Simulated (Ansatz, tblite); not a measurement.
Spin states of Ge19AsH36⁻, each relaxed with PBE-D4/def2-SVP in Ansatz. Electronic energies in the gas phase.

The xTB rows come from tblite. Single mean-field runs in def2-TZVP are fitted with def2-universal-jkfit.

Singlet geometry:

Cartesian coordinates in Å:
```
Ge -3.6977 2.5397 0.7542
Ge -3.8805 -0.7190 3.1420
As -2.8809 -1.1793 -0.7040
Ge -1.9393 2.6293 -2.9008
Ge 0.9217 2.7028 0.1915
Ge 1.6518 2.7506 -3.8917
Ge -1.9294 -4.0745 2.0016
Ge 0.3536 -0.4238 1.3413
Ge 1.7821 -4.2989 1.3338
Ge 1.1391 -0.6868 -0.9391
Ge 4.6084 1.8207 -1.2532
Ge 4.5099 -1.2224 1.1304
Ge -3.8601 3.3338 -1.5524
Ge -3.8734 -3.1617 3.1801
Ge -4.2217 0.1550 0.8821
Ge 0.1946 3.5201 -2.0610
Ge 4.0192 2.9849 -3.3229
Ge 0.1189 -2.7490 2.2681
Ge 4.1158 -3.5973 1.5595
Ge 3.5714 -0.3761 -0.9708
H -4.7410 3.2559 1.6718
H -2.2836 2.7928 1.3386
H -5.0168 -0.1788 4.0671
H -2.5343 -0.2104 3.7319
H -3.6579 -0.6021 -1.9040
H -3.8675 -2.3622 -0.5893
H -2.2878 3.0399 -4.3737
H -1.9704 1.0673 -2.8942
H -0.2004 3.5808 0.9316
H 2.0568 3.8365 0.2714
H 1.4375 3.4823 -5.2597
H 1.4686 1.2301 -4.2026
H -2.2934 -4.2361 0.4959
H -1.7006 -5.5226 2.5473
H -1.0083 0.2949 1.5252
H 1.4144 0.1799 2.2995
H 1.4915 -4.5206 -0.1793
H 1.6526 -5.7019 2.0106
H 0.3848 0.1820 -1.9731
H 0.9334 -2.1893 -1.3581
H 4.3173 2.6969 -0.0077
H 6.1488 1.5342 -1.2604
H 3.9442 -0.4118 2.3333
H 6.0566 -0.9961 1.1363
H -5.2284 2.8211 -2.1116
H -3.9702 4.8914 -1.5208
H -5.2089 -3.6832 2.5631
H -3.8508 -3.6565 4.6611
H -5.7389 -0.0466 0.5564
H 0.0365 5.0510 -2.4109
H 4.4173 4.4866 -3.1605
H 4.9520 2.4171 -4.4441
H 0.3809 -2.7747 3.8152
H 4.6018 -3.9497 3.0023
H 5.0058 -4.4371 0.5887
H 4.1550 -1.3095 -2.0863
```

Triplet geometry:

Cartesian coordinates in Å:
```
Ge -3.853 -0.162 2.119
Ge -1.888 3.153 3.123
As 0.013 -0.546 3.238
Ge -1.918 -3.354 0.510
Ge -2.481 -0.651 -2.533
Ge -0.826 -4.181 -3.325
Ge 1.947 3.254 4.032
Ge 0.240 0.913 -0.160
Ge 3.837 1.326 1.176
Ge 1.267 -1.135 -1.062
Ge 0.910 -0.626 -4.876
Ge 3.366 1.798 -2.861
Ge -3.771 -2.596 1.913
Ge -0.237 4.237 4.572
Ge -2.066 0.747 3.528
Ge -2.409 -3.006 -1.861
Ge -0.027 -2.866 -5.236
Ge 1.596 2.258 1.637
Ge 4.843 2.084 -0.929
Ge 2.535 -0.494 -3.054
H -5.231 0.215 2.753
H -3.837 0.452 0.691
H -3.338 3.703 3.360
H -1.579 3.386 1.615
H -0.630 -1.751 3.987
H 0.584 0.001 4.563
H -1.701 -4.886 0.731
H -0.612 -2.632 0.936
H -3.432 0.214 -1.641
H -3.016 -0.562 -4.009
H -1.541 -5.441 -3.923
H 0.389 -4.717 -2.513
H 2.061 2.060 5.048
H 3.026 4.296 4.552
H -1.129 0.417 0.440
H -0.221 1.693 -1.455
H 3.851 -0.235 1.111
H 4.886 1.698 2.279
H 0.298 -2.252 -1.596
H 2.208 -1.859 -0.053
H -0.272 0.344 -4.575
H 1.503 -0.191 -6.257
H 2.128 2.733 -2.735
H 4.100 2.204 -4.180
H -3.631 -3.227 3.334
H -5.102 -3.154 1.316
H -0.769 4.069 6.035
H -0.313 5.771 4.273
H -2.573 0.544 4.997
H -3.821 -3.652 -2.115
H -1.216 -2.767 -6.246
H 1.060 -3.734 -5.951
H 1.694 3.605 0.810
H 5.200 3.604 -0.845
H 6.184 1.353 -1.278
H 3.716 -1.454 -3.412
```

⟨S²⟩: triplet 2.01 at PBE0-D4/def2-TZVP (pure 2.00).

Only these spin states were relaxed.

Q: Estimate which spin state lies lowest at each of these levels, and by how much: GFN1-xTB; GFN2-xTB; HF/STO-3G; PBE-D4/def2-TZVP; r2SCAN-D4/def2-TZVP; PBE0-D4/def2-TZVP; r2SCAN0-D4/def2-TZVP.

A: 
```
               level  triplet − singlet (kJ/mol)  lowest of these                    remarks
            GFN1-xTB                       223.0          singlet                          –
            GFN2-xTB                       193.0          singlet                          –
           HF/STO-3G                       291.4          singlet  HOMO above zero (triplet)
    PBE-D4/def2-TZVP                       175.7          singlet                          –
 r2SCAN-D4/def2-TZVP                       174.1          singlet                          –
   PBE0-D4/def2-TZVP                       183.7          singlet                          –
r2SCAN0-D4/def2-TZVP                       177.6          singlet                          –
```

Change of the triplet − singlet gap on mixing in exact exchange, in kJ/mol: PBE to PBE0 (25 % exact exchange) 7.9; r2SCAN to r2SCAN0 (25 % exact exchange) 3.4. The xTB methods have no spin-polarisation term.
